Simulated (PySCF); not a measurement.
C3H5, SMILES C(C)=[CH], multiplicity 2. Atoms are numbered in the order given.

```xyz
8

C     -0.3170     1.3066     0.0000
C      0.3885     0.2089     0.0000
C     -0.1532    -1.1853     0.0000
H     -0.1390     2.3712     0.0000
H      1.4809     0.3002     0.0000
H      0.1959    -1.7340     0.8795
H     -1.2431    -1.1848     0.0000
H      0.1959    -1.7340    -0.8795
```
Charge 0, spin multiplicity 2.

The structure is a stationary point at PBE0-D3(BJ)/def2-TZVP. The isomer is the one that the SMILES or the coordinates give; other isomers of the formula were not compared.

These are PBE0-D3(BJ)/def2-TZVP (PySCF) values and carry that method's errors.

Harmonic, unscaled wavenumbers; measured fundamentals usually lie a few per cent lower.

Computed normal modes with their intensities:
| mode | ν (cm⁻¹) | IR (km/mol) | moving atoms (share of kinetic energy) |
|---|---|---|---|
| 1 | 199 | 0.0 | H 79 %, C 21 % |
| 2 | 406 | 8.8 | C 60 %, H 40 % |
| 3 | 616 | 66.0 | H 89 %, C 11 % |
| 4 | 797 | 17.1 | H 77 %, C 23 % |
| 5 | 826 | 2.4 | H 77 %, C 23 % |
| 6 | 942 | 3.8 | H 54 %, C 46 % |
| 7 | 1059 | 2.3 | H 64 %, C 36 % |
| 8 | 1118 | 4.8 | C 59 %, H 41 % |
| 9 | 1268 | 1.2 | H 81 %, C 19 % |
| 10 | 1396 | 2.5 | H 79 %, C 21 % |
| 11 | 1475 | 8.5 | H 96 % |
| 12 | 1475 | 11.9 | H 95 % |
| 13 | 1705 | 3.6 | C 92 %, H 8 % |
| 14 | 3042 | 20.4 | H 95 % |
| 15 | 3048 | 12.0 | H 95 % |
| 16 | 3103 | 13.4 | H 91 %, C 9 % |
| 17 | 3148 | 12.9 | H 91 %, C 9 % |
| 18 | 3267 | 0.5 | H 90 %, C 10 % |
